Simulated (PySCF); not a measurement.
H2Te, charge +1, quartet, at the geometry of the source list (a state made from the parent by changing its charge; the spin is typed, not shown lowest) (core potentials on Te); PBE0/def2-SVP run with PySCF.

Input for PySCF:
```python
from pyscf import gto, scf, dft

mol = gto.M(
    atom='''
Te   -0.00170000    0.78910000    0.00000000
H    -1.13910000   -0.39800000    0.00000000
H     1.14080000   -0.39100000    0.00000000
''',
    basis='def2-svp',
    ecp={'Te': 'def2-svp'},
    charge=1,
    spin=3,
    verbose=3,
)

mf = dft.UKS(mol)
mf.xc = 'pbe0'
mf.kernel()
```

What the program printed (banner, timings and long lists left out):

```
converged SCF energy = -268.636338363418  <S^2> = 3.7541118  2S+1 = 4.0020554
```
